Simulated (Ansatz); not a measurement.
CH7FSSi2 (`C[SiH](F)S[SiH3]`). Total charge 0; spin multiplicity 1. All single points use the PBE0-D4/def2-TZVP geometry. It is one conformer, not always the lowest.

```xyz
12

C     1.589   -0.146    0.959
Si    1.015   -0.070   -0.798
F     0.498   -1.530   -1.213
S    -0.543    1.342   -1.122
Si   -2.163    0.303   -0.181
H     0.771   -0.405    1.634
H     2.377   -0.895    1.066
H     1.989    0.825    1.262
H     2.101    0.316   -1.728
H    -3.171    1.335    0.162
H    -1.702   -0.379    1.055
H    -2.761   -0.697   -1.097
```

Task: What is the dipole moment at B3LYP/def2-TZVPP? (Estimate.)

Result: Ansatz gave: 1.58 D, with components (0.51, 0.21, 1.48) D in this frame, pointing from negative to positive charge.

Task: And with PBE, r2SCAN, ωB97M-V? (An estimate is asked.)

Result: Ansatz gave: PBE 1.57 D, r2SCAN 1.61 D, ωB97M-V 1.58 D.

Task: Give the Mulliken charges with B3LYP, PBE, ωB97M-V in def2-TZVPP. (Estimate.)

Result: The calculation gave: 
```tsv
atom	B3LYP	PBE	ωB97M-V
C1	-0.38	-0.36	-0.43
Si2	0.64	0.55	0.55
F3	-0.33	-0.28	-0.31
S4	-0.33	-0.29	-0.29
Si5	0.31	0.24	0.18
H6	0.11	0.11	0.12
H7	0.11	0.11	0.13
H8	0.11	0.11	0.13
H9	-0.09	-0.08	-0.04
H10	-0.05	-0.04	-0.01
H11	-0.06	-0.04	-0.02
H12	-0.04	-0.03	-0.01
```

B3LYP here is the variant with VWN-RPA as its local correlation; programs differ in this.
